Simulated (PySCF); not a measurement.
# 2-thiophenemethanethiol (SMILES SCc1cccs1)

Geometry:
```json
{"atom": "S1", "x (Å)": "-2.813", "y (Å)": "0.956", "z (Å)": "0.332"}
{"atom": "C2", "x (Å)": "-1.671", "y (Å)": "-0.192", "z (Å)": "-0.510"}
{"atom": "C3", "x (Å)": "-0.226", "y (Å)": "0.050", "z (Å)": "-0.241"}
{"atom": "C4", "x (Å)": "0.717", "y (Å)": "-0.865", "z (Å)": "0.162"}
{"atom": "C5", "x (Å)": "2.018", "y (Å)": "-0.303", "z (Å)": "0.296"}
{"atom": "C6", "x (Å)": "2.040", "y (Å)": "1.033", "z (Å)": "-0.004"}
{"atom": "S7", "x (Å)": "0.484", "y (Å)": "1.615", "z (Å)": "-0.442"}
{"atom": "H8", "x (Å)": "-2.361", "y (Å)": "0.718", "z (Å)": "1.582"}
{"atom": "H9", "x (Å)": "-1.906", "y (Å)": "-0.060", "z (Å)": "-1.578"}
{"atom": "H10", "x (Å)": "-1.916", "y (Å)": "-1.233", "z (Å)": "-0.255"}
{"atom": "H11", "x (Å)": "0.478", "y (Å)": "-1.913", "z (Å)": "0.352"}
{"atom": "H12", "x (Å)": "2.900", "y (Å)": "-0.864", "z (Å)": "0.608"}
{"atom": "H13", "x (Å)": "2.890", "y (Å)": "1.713", "z (Å)": "0.021"}
```

Theory: PySCF, TDDFT CAM-B3LYP/aug-cc-pVDZ excited states, vertical, gas phase. Geometry: PBE0-D3(BJ)/def2-SVP.

Question: How strongly do the lowest singlets absorb one photon, and two photons of half the energy?

Answer: δ for parallel linear polarisation; σ at the peak of a Lorentzian of half width 0.1 eV, single beam; Ω is circular over linear.
| state | E (eV) | f | photon λ (nm) | δ (au) | σ (GM) | Ω | main |
| --- | --- | --- | --- | --- | --- | --- | --- |
| S1 | 5.27 | 0.087 | 470 | 16.5 | 0.17 | 0.85 | HOMO→LUMO+1 0.48, HOMO→LUMO 0.23 |
| S2 | 5.39 | 0.053 | 460 | 27.7 | 0.29 | 0.70 | HOMO→LUMO 0.43 |
| S3 | 5.72 | 0.090 | 433 | 37.5 | 0.45 | 1.17 | HOMO−1→LUMO 0.39, HOMO−1→LUMO+1 0.33 |
| S4 | 5.87 | 0.006 | 422 | 76.3 | 0.96 | 1.34 | HOMO→LUMO+1 0.33, HOMO→LUMO 0.20 |
| S5 | 5.93 | 0.012 | 418 | 1.77 | 0.02 | 1.44 | HOMO−2→LUMO 0.28, HOMO−2→LUMO+1 0.13 |
| S6 | 6.05 | 0.003 | 410 | 38.3 | 0.51 | 1.46 | HOMO→LUMO+2 0.34, HOMO→LUMO+5 0.09 |
